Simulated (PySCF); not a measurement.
PySCF job for GeH3I, SMILES [GeH3][I], IEF-PCM-B3LYP/def2-SVP. Geometry: PBE0-D3(BJ)/def2-TZVP. The def2 effective core potentials stand for the cores of I; spin–orbit coupling is left out.

```python
import numpy as np
from pyscf import gto, scf, dft
from pyscf.solvent import pcm

mol = gto.M(
    atom='''
    Ge   -0.00000000    0.00000000    1.49832710
    I     0.00000000    0.00000000   -1.01556592
    H     1.26504912    0.73037645    1.95950894
    H    -1.26504913    0.73037644    1.95950894
    H     0.00000001   -1.46075290    1.95950893
    ''',
    basis='def2-SVP',
    ecp={'I': 'def2-svp'},
    charge=0,
    spin=0,
    max_memory=1600,
    verbose=3,
)
mf = dft.RKS(mol, xc='b3lyp').density_fit(auxbasis='def2-universal-jkfit')
mf.grids.level = 3
mf.conv_tol = 1e-9
mf.max_cycle = 100
mf.kernel()
res = {}
for name, eps in {'water': 78.355, 'toluene': 2.3741, 'tetrahydrofuran': 7.4257}.items():
    s = mf.PCM()
    s.with_solvent.method, s.with_solvent.eps, s.with_solvent.lebedev_order = 'IEF-PCM', eps, 29
    s.kernel(mf.make_rdm1())
    res[name] = (s.e_tot, eps, s.dip_moment(), s.mo_energy, s.converged)
    print(f'{name}: electrostatic solvation free energy {(s.e_tot - mf.e_tot) * 627.509474:.3f} kcal/mol')
```

It prints:

```
converged SCF energy = -2376.41250756837

WARN: PCM is an experimental feature. It is still in testing.
Features and APIs may be changed in the future.

converged SCF energy = -2376.41465584953
Dipole moment(X, Y, Z, Debye):  0.00000,  0.00015,  2.23534
water: electrostatic solvation free energy -1.348 kcal/mol

WARN: PCM is an experimental feature. It is still in testing.
Features and APIs may be changed in the future.

converged SCF energy = -2376.41351993229
Dipole moment(X, Y, Z, Debye):  0.00000,  0.00014,  1.90578
toluene: electrostatic solvation free energy -0.635 kcal/mol

WARN: PCM is an experimental feature. It is still in testing.
Features and APIs may be changed in the future.

converged SCF energy = -2376.41426199328
Dipole moment(X, Y, Z, Debye):  0.00000,  0.00015,  2.12021
tetrahydrofuran: electrostatic solvation free energy -1.101 kcal/mol
```

The run converged.

Cost: roughly 13 core-seconds.
